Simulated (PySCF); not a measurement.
Two species compared at the same levels of theory.

First species: C5H6ClF3O.
Z-matrix (Å and degrees, GFN2-xTB geometry), rows numbered from 1:
```
F 
C   1  1.3359
F   2  1.3418  1  107.08
F   2  1.3389  1  106.99  3   113.82
C   2  1.5362  1  112.60  3  -121.68
O   5  1.3956  2  113.71  1   -42.59
C   6  1.4007  5  115.54  2   -70.72
C   7  1.4967  6  116.24  5   165.67
C   8  1.4986  7   60.24  6  -110.23
Cl  9  1.7519  7  118.51  8   108.86
H   5  1.1002  2  107.22  1  -167.19
H   5  1.0932  2  107.54  1    74.76
H   7  1.0872  6  114.09  5   -50.21
H   8  1.0784  7  117.00  9   107.33
H   8  1.0781  7  117.97  9  -108.87
H   9  1.0807  7  119.18  8  -108.61
```

Second species: C₄H₁₃ClSSi₂.
SMILES with atom numbers: `[CH3:1][CH2:2][C@H:3]([SiH2:4][Cl:5])[SiH2:6][S:7][CH3:8]` (hydrogens: H9, H10, H11 on C1; H12, H13 on C2; H14 on C3; H15, H16 on Si4; H17, H18 on Si6; H19, H20, H21 on C8)

Levels: PBE0/pcSseg-1 for dipole moment, HOMO energy, LUMO energy and HOMO–LUMO gap; GFN2-xTB for rotational constant A and rotational constant C. Geometries: GFN2-xTB. Each species is one conformer at its optimised geometry, gas phase, non-relativistic unless stated; the electronic structure was computed with PySCF and density fitting.

The conformers computed, where there is a choice (atom-mapped SMILES and torsion angles):
- `[F:1][C:2]([F:3])([F:4])[CH2:5][O:6][C@@H:7]1[CH2:8][C@H:9]1[Cl:10]`: F1–C2–C5–O6 -43°, C2–C5–O6–C7 -71°, C5–O6–C7–C8 166°
- `[CH3:1][CH2:2][C@H:3]([SiH2:4][Cl:5])[SiH2:6][S:7][CH3:8]`: C1–C2–C3–Si4 64°, C2–C3–Si4–Cl5 167°, C2–C3–Si6–S7 -39°, C3–Si6–S7–C8 -176°

Q: Which of the two has the higher HOMO–LUMO gap, and by how much?

A: The first: 8.27 eV against 6.75 eV, a difference of 1.52 eV.

Q: Which of the two has the higher rotational constant A, and by how much?

A: The first: 1.888 GHz against 1.466 GHz, a difference of 0.422 GHz.

Q: Which has the higher HOMO energy?

A: The second: -6.83 eV against -7.61 eV, a difference of 0.78 eV.

Q: Which of the two has the higher rotational constant C, and by how much?

A: The first: 0.602 GHz against 0.418 GHz, a difference of 0.184 GHz.

Q: Which of the two has the higher LUMO energy, and by how much?

A: The first: 0.66 eV against -0.08 eV, a difference of 0.74 eV.

Q: Which of the two has the higher dipole moment, and by how much?

A: The first: 2.49 D against 1.18 D, a difference of 1.31 D.

On the first: The dipole matches unit charges of opposite sign 0.52 Å apart (1 e·Å = 4.8032 D).

On the second: The dipole matches unit charges of opposite sign 0.25 Å apart (1 e·Å = 4.8032 D).
